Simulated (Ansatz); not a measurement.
`[CH3][GeH2][C]1=CC1` and `[SiH3]OC1=CC1` differ in one atom or group.

Ansatz, PBE0-D4/def2-TZVP geometries, multiplicity 1. Each molecule was computed in one conformer, which needn't be the lowest.

Scalar relativity is left out up to krypton.

```
                                      property  `[CH3][GeH2][C]1=CC1`
             HOMO energy (PBE/def2-TZVPP) / eV                  -5.95
       HOMO–LUMO gap (ωB97M-V/def2-TZVPP) / eV                  10.94
             LUMO energy (PBE/def2-TZVPP) / eV                  -1.31
           LUMO energy (B3LYP/def2-TZVPP) / eV                  -0.56
         HOMO energy (ωB97M-V/def2-TZVPP) / eV                  -9.29
size of the dipole moment (PBE/def2-TZVPP) / D                   1.02
```

Question: What does the change do to each property? (Best estimate.)

Answer: Computed: 
```json
{"property": "HOMO energy (PBE/def2-TZVPP) / eV", "`[SiH3]OC1=CC1`": "-5.48", "shift": "0.47"}
{"property": "HOMO–LUMO gap (ωB97M-V/def2-TZVPP) / eV", "`[SiH3]OC1=CC1`": "10.50", "shift": "-0.44"}
{"property": "LUMO energy (PBE/def2-TZVPP) / eV", "`[SiH3]OC1=CC1`": "-0.91", "shift": "0.40"}
{"property": "LUMO energy (B3LYP/def2-TZVPP) / eV", "`[SiH3]OC1=CC1`": "-0.24", "shift": "0.32"}
{"property": "HOMO energy (ωB97M-V/def2-TZVPP) / eV", "`[SiH3]OC1=CC1`": "-8.85", "shift": "0.44"}
{"property": "size of the dipole moment (PBE/def2-TZVPP) / D", "`[SiH3]OC1=CC1`": "0.79", "shift": "-0.23"}
```

With PBE0 the HOMO rises by 0.44 eV and the LUMO rises by 0.32 eV, so the gap narrows by about 0.12 eV. PBE moves the HOMO by 0.47 eV and ωB97M-V by 0.44 eV. Dipoles are sizes alone; their direction can turn.

B3LYP here is the variant with VWN-RPA as its local correlation; programs differ in this.
